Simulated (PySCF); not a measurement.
## Worked example: oscillator strength and radiative lifetime

ClH4MoN3, SMILES [NH]=[Mo](=[NH])([NH2])[Cl], multiplicity 1.

Geometry: r2SCAN-D4/def2-SVP. The spin state was assumed, not searched. The def2 effective core potentials stand for the cores of Mo; spin–orbit coupling is left out. One conformer was computed; it need not be the lowest.

TDA-B3LYP/def2-SVPD (PySCF) puts the first singlet state with f over 0.02 at 4.53 eV (vertical), with the transition dipole (0.210, -0.407, 0.000) in atomic units.

### Question
Find the oscillator strength, the wavelength and the radiative lifetime that this transition would have in vacuum if emission retraced absorption.

### Answer

|μ|² = 0.2097 au, so |μ| = 1.16 D. ΔE = 4.53/27.211 = 0.1665 hartree. f = (2/3) ΔE |μ|² = 0.023 (the program prints 0.023).
λ = 1239.84/4.53 = 274 nm; ν = 36537 cm⁻¹.
Einstein's coefficient A = 0.6670 ν² f s⁻¹ (ν in cm⁻¹) = 2.1e7 s⁻¹, so τ = 1/A = 48 ns. This state is S3; the lower singlets have f = 0.002, 0.012. The figure is the radiative limit of this one transition; relaxation, internal conversion, crossing to triplets and a medium change what is measured.
